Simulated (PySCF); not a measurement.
# Potential energy of CdO⁻ along the bond

Set-up: PySCF, scalar-relativistic core potentials, basis sets Cd def2-SVPD with ECP28, O def2-SVPD. Energies in eV from Cd + O⁻ in their ground configurations at the same level. State: ²Σ⁺ (doublet), unpaired electrons σ ↑.

```tsv
R (Å)	r²SCANh	PBEsol	PBE	r²SCAN
1.759	-0.907	-1.375	-0.976	-1.038
1.841	-1.289	-1.733	-1.377	-1.418
1.922	-1.471	-1.892	-1.575	-1.597
1.984	-1.523	-1.922	-1.632	-1.643
2.045	-1.527	-1.900	-1.635	-1.639
2.106	-1.501	-1.842	-1.602	-1.603
2.188	-1.436	-1.732	-1.521	-1.524
2.290	-1.332	-1.568	-1.391	-1.403
2.413	-1.195	-1.366	-1.225	-1.250
2.577	-1.017	-1.124	-1.022	-1.058
```

Q: Put a parabola through the three lowest points of the r²SCANh curve and estimate Re, k and ωe (reduced mass 14.03 u; 1 eV/Å² = 0.16022 mdyn/Å; ωe = 1302.8·√(k/μ) cm⁻¹).

A: Through R = 1.984, 2.045, 2.106 Å the second-order coefficient is 4.03 eV/Å², so Re ≈ 2.023 Å, k ≈ 1.29 mdyn/Å and ωe ≈ 395 cm⁻¹. A polynomial fit of higher order to the unrounded r²SCANh energies gives Re = 2.021 Å, k = 1.56 mdyn/Å, ωe = 434 cm⁻¹; anharmonicity and rounding make the difference.

The higher-order fit for each curve: r²SCANh: Re = 2.021 Å, ωe = 434 cm⁻¹, De = 1.53 eV; PBEsol: Re = 1.985 Å, ωe = 514 cm⁻¹, De = 1.92 eV; PBE: Re = 2.018 Å, ωe = 472 cm⁻¹, De = 1.64 eV; r²SCAN: Re = 2.008 Å, ωe = 465 cm⁻¹, De = 1.65 eV.

Spin–orbit coupling is left out. For an ion De counts to the pair picked by the measured ionisation energies or electron affinities, which need not be the lowest pair at this level. The highest Kohn–Sham level is positive in this anion. Much of that is self-interaction error, but it also means that the finite basis helps to hold the extra electron. The state was picked by a PBE0 search and need not be the measured ground state.
